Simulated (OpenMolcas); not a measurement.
## Computed transition rates of F⁺

```json
{
  "Program": "OpenMolcas 26.06",
  "Method": "SS-CASPT2, IPEA 0.25 Eh, imaginary shift 0.1 Eh (closed shells correlated: 1s)",
  "Basis": "ANO-RCC-VQZP [5s4p3d2f1g]",
  "Scalar Hamiltonian": "DKH2, point nucleus",
  "Active space": "6 electrons in 4 orbitals (2s 2p)",
  "State averaging": "2S+1 = 3 even, 3 roots; 2S+1 = 1 even, 6 roots; 2S+1 = 3 odd, 3 roots; 2S+1 = 1 odd, 3 roots",
  "Spin-orbit coupling": "state interaction with AMFI integrals over the reference wave functions, term energies averaged over their components"
}
```

Rates come from the transition moments of the reference wave functions (E1 and E2 in the length form). At fixed line strength A goes as λ^-3 for E1 and M1 and as λ^-5 for E2, so a rate at the computed wavelength can be rescaled to the measured one. Measured vacuum wavelengths follow from level energies in NIST Handbook of Basic Atomic Spectroscopic Data. Branching counts decays inside the model space alone, at computed energies, and the table is only a selection of the E2 and M1 lines, drawn from those between levels with measured partners whose computed energy lies within a factor of 1.5 of the measured one.

```
      Upper        Lower  Type  λ computed (nm)  λ measured (nm)  A computed (s-1)  A rescaled (s-1)  Branching %
2s² 2p⁴ ³P₀  2s² 2p⁴ ³P₁    M1            64800            67320          1.99e-04          1.77e-04        100.0
2s² 2p⁴ ³P₁  2s² 2p⁴ ³P₂    M1            31270            29310          7.39e-04          8.97e-04        100.0
2s² 2p⁴ ¹D₂  2s² 2p⁴ ³P₁    M1            488.6              487          1.34e-02                           24.1
2s² 2p⁴ ¹D₂  2s² 2p⁴ ³P₂    M1              481            479.1          4.21e-02                           75.7
2s² 2p⁴ ¹S₀  2s² 2p⁴ ¹D₂    E2            425.5            415.9          1.86e+00          2.08e+00         80.1
2s² 2p⁴ ¹S₀  2s² 2p⁴ ³P₁    M1            227.4            224.3          4.61e-01                           19.9
```

Spin-changing lines and M1 lines between different terms are not rescaled, since their strength hangs on the term gaps too.

The largest correction is for 2s² 2p⁴ ³P₁ → 2s² 2p⁴ ³P₂ (M1): 7.39e-04 × (31270 / 29310)^3 = 8.97e-04 s-1, a factor of 1.21.

The computed rate and branching of 2s² 2p⁴ ³P₁ → 2s² 2p⁴ ³P₂ give the upper level a radiative lifetime of 1.000 / 7.39e-04 s-1 = 1.35e+03 s, counting decays inside the model space alone. The rescaled rate gives about 1.1e+03 s.

No measured rate stands beside these. Rescaling mends the energy factor alone: line strengths can still be far off where a level mixes with configurations outside the active space, and weak or spin-changing lines hang on small mixing coefficients that depend on the term gaps too, so rescaling need not improve them.

CASPT2 does not keep the components of a term degenerate, so their means are used; among the terms shown or strongly mixed into the levels shown the widest spread is 74 cm-1 (2s² 2p⁴ ¹D). Computed and measured levels are paired by configuration, term and J; levels that our copy of the source lacks, or whose pairing is in doubt (as where it misses far off the trend of its configuration), stay unpaired. Levels of configurations outside the active space are missing.
